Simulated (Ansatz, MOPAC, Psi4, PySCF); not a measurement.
Lewis adduct: BH3 (SMILES B) (first 4 atoms) with H2S (SMILES S); geometry from B3LYP-D3(BJ)/def2-TZVP, rigid monomers moved along the line of their centres of mass till B1···S5 is 1.83 Å.
(charge 0, multiplicity 1):
```xyz
7

B     -0.449    -0.325     0.670
H      0.406    -0.887     0.038
H     -1.248    -1.057     1.191
H     -0.879     0.690     0.202
S      0.522     0.168     2.135
H     -0.307     1.011     2.780
H      1.286     1.174     1.670
```

```
level                                          interaction energy (kcal/mol)  minus CCSD(T)/CBS(aug-cc-pV(D+d)Z, aug-cc-pV(T+d)Z)  cost
---------------------------------------------  -----------------------------  ---------------------------------------------------  ----
PM7                                                                   -19.63                                                -1.65     -
PBE/def2-TZVPPD                                                       -24.90                                                -6.92    ×1
r2SCAN-D3(BJ)/def2-TZVPPD                                             -24.26                                                -6.29    ×1
B3LYP/6-311+G** (no counterpoise)                                     -13.94                                                 4.04     -
B3LYP/def2-TZVPPD                                                     -16.51                                                 1.47    ×1
B3LYP-D3(BJ)/def2-TZVPPD                                              -19.05                                                -1.07    ×1
PBE0-D3(BJ)/def2-TZVPPD                                               -24.97                                                -6.99    ×1
M06-2X/6-31G* (no counterpoise)                                       -17.20                                                 0.78     -
MP2/6-31G*                                                             -9.98                                                 8.00     -
CCSD/aug-cc-pV(D+d)Z                                                  -10.19                                                 7.78     -
CCSD/aug-cc-pV(T+d)Z                                                  -14.63                                                 3.34     -
CCSD(T)/aug-cc-pV(D+d)Z                                               -11.51                                                 6.47    ×3
CCSD(T)/CBS(aug-cc-pV(D+d)Z, aug-cc-pV(T+d)Z)                         -17.98                                                 0.00  ×30*
SAPT0/jun-cc-pV(D+d)Z                                                 -21.70                                                -3.72     -
```

 The comparison column counts from a level with limits of its own.

The rows run from -24.97 (PBE0-D3(BJ)/def2-TZVPPD) to -9.98 kcal/mol (MP2/6-31G*). The dispersion term adds -2.54 in B3LYP-D3(BJ).

Counterpoise-corrected where a basis set is named; no monomer relaxation. Rows marked so take none.

Correlated levels freeze the cores. CBS(a, b) extrapolates the correlation energy as X⁻³ and adds the Hartree–Fock energy of set b. Rows in 6-311+G**, 6-31G* carry no dispersion term and start afresh at each structure (6-31G* with six Cartesian d functions). MP2/6-31G* freezes PySCF's default core. The state that PM7 reach isn't checked; PM7 holds dispersion and hydrogen-bond terms.

Programs: Ansatz (a first-principles code) with Gaussian orbitals; MOPAC for PM7 (differences of heats of formation); Psi4 for SAPT; PySCF for 6-311+G** rows, 6-31G* rows, the dispersion terms. Values without a source in brackets are computed.

Costs are rough ratios of core time to PBE/def2-TZVPPD (about 6 s over the structures, on one shared machine); a dash marks a level with no comparable run of its own. A star marks coupled-cluster runs past 200 virtual orbitals, where the program's memory plan changes under this machine's limit, so their costs aren't comparable with smaller runs.
